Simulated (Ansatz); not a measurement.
CH₅GaN (SMILES [CH3][Ga][NH2]), doublet, at a GFN2-xTB geometry (such geometries of metal compounds can be far from the true shape) (the spin is typed, not shown lowest), atoms displaced at random by about 0.02 Å a coordinate; HF/6-31G** run with Ansatz (a quantum-chemistry and plane-wave program).

The Ansatz input:
Ansatz 0.2 input:
```yaml
crystal:
  periodic: [false, false, false]
  atoms:
    - {symbol: Ga, position_ang: [0.24746987, 0.22607083, 0.33511057]}
    - {symbol: C, position_ang: [-0.65564251, 1.13633748, -1.37595080]}
    - {symbol: H, position_ang: [-1.64835974, 0.94619548, -1.38433552]}
    - {symbol: H, position_ang: [-0.20864041, 0.70594534, -2.28834821]}
    - {symbol: H, position_ang: [-0.46736864, 2.20159031, -1.36317792]}
    - {symbol: N, position_ang: [-0.06804166, -1.68091954, 0.27399901]}
    - {symbol: H, position_ang: [-0.99860282, -2.09345478, 0.12531271]}
    - {symbol: H, position_ang: [0.44367424, -2.37538192, 0.88496313]}
basis:
  gaussian:
    orbitals: 6-31G__.json
hamiltonian:
  xc: hf
magnetization: {spin_polarized: true, initial_magnetization: 1}
relax: {f_tol: 0.0005}
```
The basis file holds 6-31G** in the JSON format of the Basis Set Exchange.

It wrote (shortened):

```
Functional definition: HF
948 factors; integrals over basis functions are off by at most 4.0e-4 eV
mean field evaluation 1: about -54913.4735 eV, gradient 2.7e1 eV
mean field evaluation 2: about -54913.5091 eV, gradient 2.7e1 eV
mean field evaluation 4: about -54917.1653 eV, gradient 2.8e0 eV
mean field evaluation 8: about -54917.2894 eV, gradient 2.4e-1 eV
mean field -54917.29186552 eV, -2018.1732517806 hartree, gradient 3.4e-5 eV, S^2 0.768663; 0 other end points of the search recorded, 0 dependent functions left out
the calculation of the forces begins
reference -54917.29186552 eV, -2018.1732517806 hartree; 25, 24 occupied and 65, 66 virtual orbitals, 948 factors
relax step   1: F+E_penalty+E_count = -54917.29186552 eV  Δ(F+E_penalty+E_count) = +0.000e0 eV  max|allowed force component| = 3.861e0 eV/Å  Δτ_max = 0.0000 Å  (50 SCF iters, accepted)
these checks for a lower state are left out or cut short: starts, cluster_reference, orbital_swaps, neighbouring_geometries, increment
948 factors; integrals over basis functions are off by at most 4.1e-4 eV
mean field evaluation 16: about -54917.2752 eV, gradient 6.7e0 eV
mean field -54917.65335389 eV, -2018.1865362332 hartree, gradient 6.4e-5 eV, S^2 0.760002; 0 other end points of the search recorded, 0 dependent functions left out
the calculation of the forces begins
reference -54917.65335389 eV, -2018.1865362332 hartree; 25, 24 occupied and 65, 66 virtual orbitals, 948 factors
relax step   2: F+E_penalty+E_count = -54917.65335389 eV  Δ(F+E_penalty+E_count) = -3.615e-1 eV  max|allowed force component| = 1.365e0 eV/Å  Δτ_max = 0.1966 Å  (42 SCF iters, accepted)
these checks for a lower state are left out or cut short: starts, cluster_reference, orbital_swaps, neighbouring_geometries, increment
948 factors; integrals over basis functions are off by at most 4.5e-4 eV
mean field -54917.75186888 eV, -2018.1901565922 hartree, gradient 1.6e-5 eV, S^2 0.756509; 0 other end points of the search recorded, 0 dependent functions left out
the calculation of the forces begins
reference -54917.75186888 eV, -2018.1901565922 hartree; 25, 24 occupied and 65, 66 virtual orbitals, 948 factors
relax step   3: F+E_penalty+E_count = -54917.75186888 eV  Δ(F+E_penalty+E_count) = -9.851e-2 eV  max|allowed force component| = 1.664e0 eV/Å  Δτ_max = 0.1997 Å  (44 SCF iters, accepted)
these checks for a lower state are left out or cut short: starts, cluster_reference, orbital_swaps, neighbouring_geometries, increment
948 factors; integrals over basis functions are off by at most 4.2e-4 eV
mean field evaluation 32: about -54917.4091 eV, gradient 6.7e0 eV
mean field -54917.77065468 eV, -2018.1908469576 hartree, gradient 3.4e-5 eV, S^2 0.757662; 0 other end points of the search recorded, 0 dependent functions left out
the calculation of the forces begins
reference -54917.77065468 eV, -2018.1908469576 hartree; 25, 24 occupied and 65, 66 virtual orbitals, 948 factors
relax step   4: F+E_penalty+E_count = -54917.77065468 eV  Δ(F+E_penalty+E_count) = -1.879e-2 eV  max|allowed force component| = 7.956e-1 eV/Å  Δτ_max = 0.2000 Å  (40 SCF iters, accepted)
these checks for a lower state are left out or cut short: starts, cluster_reference, orbital_swaps, neighbouring_geometries, increment
948 factors; integrals over basis functions are off by at most 4.3e-4 eV
mean field -54917.79135723 eV, -2018.1916077624 hartree, gradient 5.5e-5 eV, S^2 0.757270; 0 other end points of the search recorded, 0 dependent functions left out
the calculation of the forces begins
reference -54917.79135723 eV, -2018.1916077624 hartree; 25, 24 occupied and 65, 66 virtual orbitals, 948 factors
relax step   5: F+E_penalty+E_count = -54917.79135723 eV  Δ(F+E_penalty+E_count) = -2.070e-2 eV  max|allowed force component| = 1.733e-1 eV/Å  Δτ_max = 0.1993 Å  (41 SCF iters, accepted)
these checks for a lower state are left out or cut short: starts, cluster_reference, orbital_swaps, neighbouring_geometries, increment
948 factors; integrals over basis functions are off by at most 4.2e-4 eV
mean field -54917.79229727 eV, -2018.1916423082 hartree, gradient 2.1e-5 eV, S^2 0.757314; 0 other end points of the search recorded, 0 dependent functions left out
the calculation of the forces begins
reference -54917.79229727 eV, -2018.1916423082 hartree; 25, 24 occupied and 65, 66 virtual orbitals, 948 factors
relax step   6: F+E_penalty+E_count = -54917.79229727 eV  Δ(F+E_penalty+E_count) = -9.400e-4 eV  max|allowed force component| = 2.313e-1 eV/Å  Δτ_max = 0.1123 Å  (40 SCF iters, accepted)
these checks for a lower state are left out or cut short: starts, cluster_reference, orbital_swaps, neighbouring_geometries, increment
948 factors; integrals over basis functions are off by at most 4.3e-4 eV
mean field -54917.80159920 eV, -2018.1919841477 hartree, gradient 1.7e-5 eV, S^2 0.757214; 0 other end points of the search recorded, 0 dependent functions left out
the calculation of the forces begins
reference -54917.80159920 eV, -2018.1919841477 hartree; 25, 24 occupied and 65, 66 virtual orbitals, 948 factors
relax step   7: F+E_penalty+E_count = -54917.80159920 eV  Δ(F+E_penalty+E_count) = -9.302e-3 eV  max|allowed force component| = 3.335e-2 eV/Å  Δτ_max = 0.0796 Å  (40 SCF iters, accepted)
these checks for a lower state are left out or cut short: starts, cluster_reference, orbital_swaps, neighbouring_geometries, increment
948 factors; integrals over basis functions are off by at most 4.2e-4 eV
mean field evaluation 64: about -54917.8022 eV, gradient 1.2e-3 eV
mean field -54917.80218141 eV, -2018.1920055437 hartree, gradient 1.5e-5 eV, S^2 0.757106; 0 other end points of the search recorded, 0 dependent functions left out
the calculation of the forces begins
reference -54917.80218141 eV, -2018.1920055437 hartree; 25, 24 occupied and 65, 66 virtual orbitals, 948 factors
[...]
relax step   9: F+E_penalty+E_count = -54917.80231776 eV  Δ(F+E_penalty+E_count) = -1.363e-4 eV  max|allowed force component| = 3.087e-2 eV/Å  Δτ_max = 0.0363 Å  (40 SCF iters, accepted)
relax step  10: F+E_penalty+E_count = -54917.80248849 eV  Δ(F+E_penalty+E_count) = -1.707e-4 eV  max|allowed force component| = 3.201e-2 eV/Å  Δτ_max = 0.0131 Å  (43 SCF iters, accepted)
relax step  11: F+E_penalty+E_count = -54917.80262916 eV  Δ(F+E_penalty+E_count) = -1.407e-4 eV  max|allowed force component| = 3.078e-2 eV/Å  Δτ_max = 0.0127 Å  (33 SCF iters, accepted)
relax step  12: F+E_penalty+E_count = -54917.80288368 eV  Δ(F+E_penalty+E_count) = -2.545e-4 eV  max|allowed force component| = 4.711e-2 eV/Å  Δτ_max = 0.0420 Å  (41 SCF iters, accepted)
relax step  13: F+E_penalty+E_count = -54917.80298719 eV  Δ(F+E_penalty+E_count) = -1.035e-4 eV  max|allowed force component| = 6.672e-2 eV/Å  Δτ_max = 0.0387 Å  (41 SCF iters, accepted)
relax step  14: F+E_penalty+E_count = -54917.80313277 eV  Δ(F+E_penalty+E_count) = -1.456e-4 eV  max|allowed force component| = 4.300e-2 eV/Å  Δτ_max = 0.0072 Å  (33 SCF iters, accepted)
relax step  15: F+E_penalty+E_count = -54917.80330590 eV  Δ(F+E_penalty+E_count) = -1.731e-4 eV  max|allowed force component| = 1.385e-2 eV/Å  Δτ_max = 0.0191 Å  (41 SCF iters, accepted)
relax step  16: F+E_penalty+E_count = -54917.80341501 eV  Δ(F+E_penalty+E_count) = -1.091e-4 eV  max|allowed force component| = 1.751e-2 eV/Å  Δτ_max = 0.0300 Å  (41 SCF iters, accepted)
relax step  17: F+E_penalty+E_count = -54917.80345159 eV  Δ(F+E_penalty+E_count) = -3.658e-5 eV  max|allowed force component| = 3.547e-2 eV/Å  Δτ_max = 0.0328 Å  (41 SCF iters, accepted)
relax step  18: F+E_penalty+E_count = -54917.80350582 eV  Δ(F+E_penalty+E_count) = -5.423e-5 eV  max|allowed force component| = 1.949e-2 eV/Å  Δτ_max = 0.0027 Å  (34 SCF iters, accepted)
relax step  19: F+E_penalty+E_count = -54917.80353680 eV  Δ(F+E_penalty+E_count) = -3.098e-5 eV  max|allowed force component| = 5.690e-3 eV/Å  Δτ_max = 0.0052 Å  (35 SCF iters, accepted)
relax step  20: F+E_penalty+E_count = -54917.80356647 eV  Δ(F+E_penalty+E_count) = -2.967e-5 eV  max|allowed force component| = 3.363e-3 eV/Å  Δτ_max = 0.0162 Å  (40 SCF iters, accepted)
relax step  21: F+E_penalty+E_count = -54917.80345599 eV  Δ(F+E_penalty+E_count) = +1.105e-4 eV  max|allowed force component| = 5.409e-2 eV/Å  Δτ_max = 0.0495 Å  (41 SCF iters, rejected (line search))
relax step  22: F+E_penalty+E_count = -54917.80358628 eV  Δ(F+E_penalty+E_count) = -1.981e-5 eV  max|allowed force component| = 1.049e-2 eV/Å  Δτ_max = 0.0244 Å  (41 SCF iters, accepted)
[...]
the calculation of the forces begins
reference -54917.80358334 eV, -2018.1920570636 hartree; 25, 24 occupied and 65, 66 virtual orbitals, 948 factors
relax step  23: F+E_penalty+E_count = -54917.80358334 eV  Δ(F+E_penalty+E_count) = +2.938e-6 eV  max|allowed force component| = 1.018e-2 eV/Å  Δτ_max = 0.0060 Å  (33 SCF iters, rejected (line search))
these checks for a lower state are left out or cut short: starts, cluster_reference, orbital_swaps, neighbouring_geometries, increment
948 factors; integrals over basis functions are off by at most 3.2e-4 eV
mean field -54917.80359536 eV, -2018.1920575052 hartree, gradient 2.4e-5 eV, S^2 0.757039; 0 other end points of the search recorded, 0 dependent functions left out
the calculation of the forces begins
reference -54917.80359536 eV, -2018.1920575052 hartree; 25, 24 occupied and 65, 66 virtual orbitals, 948 factors
relax step  24: F+E_penalty+E_count = -54917.80359536 eV  Δ(F+E_penalty+E_count) = -9.077e-6 eV  max|allowed force component| = 4.071e-3 eV/Å  Δτ_max = 0.0030 Å  (34 SCF iters, accepted)
these checks for a lower state are left out or cut short: starts, cluster_reference, orbital_swaps, neighbouring_geometries, increment
948 factors; integrals over basis functions are off by at most 3.2e-4 eV
mean field -54917.80359775 eV, -2018.1920575931 hartree, gradient 2.7e-5 eV, S^2 0.757038; 0 other end points of the search recorded, 0 dependent functions left out
the calculation of the forces begins
reference -54917.80359775 eV, -2018.1920575931 hartree; 25, 24 occupied and 65, 66 virtual orbitals, 948 factors
relax step  25: F+E_penalty+E_count = -54917.80359775 eV  Δ(F+E_penalty+E_count) = -2.392e-6 eV  max|allowed force component| = 3.112e-3 eV/Å  Δτ_max = 0.0054 Å  (33 SCF iters, accepted)
these checks for a lower state are left out or cut short: starts, cluster_reference, orbital_swaps, neighbouring_geometries, increment
948 factors; integrals over basis functions are off by at most 3.2e-4 eV
mean field -54917.80359959 eV, -2018.1920576606 hartree, gradient 8.5e-6 eV, S^2 0.757036; 0 other end points of the search recorded, 0 dependent functions left out
the calculation of the forces begins
reference -54917.80359959 eV, -2018.1920576606 hartree; 25, 24 occupied and 65, 66 virtual orbitals, 948 factors
relax step  26: F+E_penalty+E_count = -54917.80359959 eV  Δ(F+E_penalty+E_count) = -1.839e-6 eV  max|allowed force component| = 1.455e-3 eV/Å  Δτ_max = 0.0062 Å  (34 SCF iters, accepted)
these checks for a lower state are left out or cut short: starts, cluster_reference, orbital_swaps, neighbouring_geometries, increment
948 factors; integrals over basis functions are off by at most 3.2e-4 eV
mean field -54917.80359996 eV, -2018.1920576743 hartree, gradient 2.2e-5 eV, S^2 0.757036; 0 other end points of the search recorded, 0 dependent functions left out
the calculation of the forces begins
reference -54917.80359996 eV, -2018.1920576743 hartree; 25, 24 occupied and 65, 66 virtual orbitals, 948 factors
relax step  27: F+E_penalty+E_count = -54917.80359996 eV  Δ(F+E_penalty+E_count) = -3.733e-7 eV  max|allowed force component| = 4.539e-4 eV/Å  Δτ_max = 0.0025 Å  (33 SCF iters, accepted)
these checks for a lower state are left out or cut short: starts, cluster_reference, orbital_swaps, neighbouring_geometries, increment
948 factors; integrals over basis functions are off by at most 3.2e-4 eV
mean field evaluation 192: about -54917.8036 eV, gradient 2.1e-2 eV
mean field -54917.80359999 eV, -2018.1920576755 hartree, gradient 2.6e-5 eV, S^2 0.757036; 0 other end points of the search recorded, 0 dependent functions left out
the calculation of the forces begins
reference -54917.80359999 eV, -2018.1920576755 hartree; 25, 24 occupied and 65, 66 virtual orbitals, 948 factors
relax step  28: F+E_penalty+E_count = -54917.80359999 eV  Δ(F+E_penalty+E_count) = -3.078e-8 eV  max|allowed force component| = 6.047e-4 eV/Å  Δτ_max = 0.0005 Å  (28 SCF iters, accepted)
these checks for a lower state are left out or cut short: starts, cluster_reference, orbital_swaps, neighbouring_geometries, increment
948 factors; integrals over basis functions are off by at most 3.2e-4 eV
mean field -54917.80360002 eV, -2018.1920576766 hartree, gradient 1.9e-5 eV, S^2 0.757036; 0 other end points of the search recorded, 0 dependent functions left out
the calculation of the forces begins
reference -54917.80360002 eV, -2018.1920576766 hartree; 25, 24 occupied and 65, 66 virtual orbitals, 948 factors
relax step  29: F+E_penalty+E_count = -54917.80360002 eV  Δ(F+E_penalty+E_count) = -3.154e-8 eV  max|allowed force component| = 3.093e-4 eV/Å  Δτ_max = 0.0004 Å  (29 SCF iters, accepted)
948 factors; integrals over basis functions are off by at most 3.2e-4 eV
mean field -54917.80360002 eV, -2018.1920576766 hartree, gradient 1.9e-5 eV, S^2 0.757036; 1 other end points of the search recorded, 0 dependent functions left out
the calculation of the forces begins
reference -54917.80360002 eV, -2018.1920576766 hartree; 25, 24 occupied and 65, 66 virtual orbitals, 948 factors
Total energy: -54917.80360002 eV, -2018.1920576766 hartree
Atom 0 at     0.563731    -0.074411    -0.230259 Å, force    -0.000105     0.000007    -0.000026 eV/Å
Atom 1 at    -0.591156     1.072927    -1.407295 Å, force    -0.000006    -0.000053     0.000015 eV/Å
Atom 2 at    -1.575094     0.629626    -1.527418 Å, force    -0.000012    -0.000028     0.000009 eV/Å
Atom 3 at    -0.135918     1.185908    -2.386096 Å, force     0.000031     0.000016    -0.000066 eV/Å
Atom 4 at    -0.703023     2.062341    -0.975316 Å, force     0.000001     0.000068     0.000028 eV/Å
Atom 5 at    -0.156824    -1.621520     0.441557 Å, force     0.000309     0.000099     0.000075 eV/Å
Atom 6 at    -1.087398    -1.930821     0.259792 Å, force    -0.000116    -0.000007    -0.000035 eV/Å
Atom 7 at     0.330172    -2.257668     1.032608 Å, force    -0.000102    -0.000102    -0.000000 eV/Å
Dipole moment:    -0.088288    -0.069286     0.007585 e Å
```
